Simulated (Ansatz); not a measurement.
Cost and result for the atomization energy of `C[N](C)[Ga]([NH2])[N](C)C` (22 atoms, 21 bonds).

Cartesian coordinates in Å:
```
C 1.473 1.793 0.457
N 1.508 0.504 -0.176
C 2.766 0.221 -0.812
Ga 0.156 -0.719 -0.126
N 0.551 -2.456 -0.528
N -1.568 -0.231 0.214
C -2.571 -1.178 0.616
C -2.086 1.098 0.044
H 1.582 2.615 -0.269
H 2.287 1.905 1.190
H 0.534 1.945 0.992
H 3.007 0.968 -1.585
H 2.745 -0.756 -1.300
H 3.601 0.223 -0.094
H -0.162 -3.165 -0.508
H 1.447 -2.847 -0.288
H -3.380 -1.263 -0.127
H -2.140 -2.173 0.751
H -3.041 -0.894 1.571
H -2.919 1.116 -0.676
H -1.319 1.775 -0.334
H -2.470 1.518 0.987
```

The species carries charge 0 and has multiplicity 1. Correlated methods include outer-core shells of Ga, which these sets cover unevenly. Scalar relativity is left out up to krypton. All single points use the PBE0-D4/def2-TZVP geometry. It is one conformer, not always the lowest. Program: Ansatz. All runs use 4 threads of an AMD EPYC 7R13 on a shared host and a share of an NVIDIA H100 80 GB. Times are those of one run each, without the atoms' runs, and a repeat can differ threefold. Electronic energies, without spin–orbit coupling; frozen cores. CCSD(T)/CBS adds CCSD(T) − MP2 in def2-TZVPP to the MP2 limit, and its time is that of the two runs behind it. T1 = 0.012. With those shells the extrapolation isn't a true limit. B3LYP takes the VWN-RPA correlation (the form of Gaussian; ORCA's B3LYP/G).

CCSD(T)/CBS is a level of theory with its own doubt, some kJ/mol a heavy atom from the limit and from the frozen cores, so smaller differences don't rank the functionals.

```csv
level,functions,wall time
r2SCANh-D4/def2-TZVPP,461,4.2 s
B3LYP-D4/def2-TZVPP (with forces),461,5 s
PBE-QIDH/def2-TZVPP,461,5.5 s
r2SCAN-D4/def2-TZVPP (with forces),461,6 s
PBE0-D4/def2-TZVPP,461,6 s
BHLYP-D4/def2-TZVPP,461,6 s
B97M-V/def2-TZVPP,461,6 s
ωB97X-V/def2-TZVPP,461,7.5 s
CCSD(T)/def2-SVP,200,8 s
PBE-D4/def2-TZVPP (with forces),461,8.5 s
MP2/def2-QZVPP,908,15 s
CCSD(T)/def2-TZVPP,461,43 s
CCSD(T)/CBS(def2),–,58 s
```

(1) What atomization energy does each give, and how far from CCSD(T)/CBS? (An estimate is asked.)

Answers

(1) Ansatz gave: 
```tsv
level	atomization (kJ/mol)	difference from CCSD(T)/CBS	per bond
r2SCANh-D4/def2-TZVPP	7983.5	-69.8	-3.3
B3LYP-D4/def2-TZVPP (with forces)	8063.6	10.3	0.5
PBE-QIDH/def2-TZVPP	7993.7	-59.6	-2.8
r2SCAN-D4/def2-TZVPP (with forces)	8026.7	-26.6	-1.3
PBE0-D4/def2-TZVPP	8068.9	15.6	0.7
BHLYP-D4/def2-TZVPP	7835.7	-217.6	-10.4
B97M-V/def2-TZVPP	8024.9	-28.4	-1.4
ωB97X-V/def2-TZVPP	8075.4	22.1	1.1
CCSD(T)/def2-SVP	7628.4	-424.9	-20.2
PBE-D4/def2-TZVPP (with forces)	8207.1	153.8	7.3
MP2/def2-QZVPP	8057.7	4.4	0.2
CCSD(T)/def2-TZVPP	7848.0	-205.3	-9.8
CCSD(T)/CBS(def2)	8053.3	0.0	0.0
```

At CCSD(T), def2-SVP lies −425.0 kJ/mol from the extrapolated value and def2-TZVPP −205.3 kJ/mol: correlation converges slowly with the basis, and small sets miss more of it in the bonded molecule than in its fragments. From BLYP to BHLYP (50 % exact exchange), in def2-TZVPP and without D4, the atomization energy moves by −161.8 kJ/mol: exact exchange takes away binding that semilocal exchange gives to molecules. The D4 term adds +84.8 kJ/mol with B3LYP and +45.8 kJ/mol with PBE0; it sums over pairs of atoms, weighted by their polarisabilities, and B3LYP, whose exchange is more repulsive, gets the larger term.
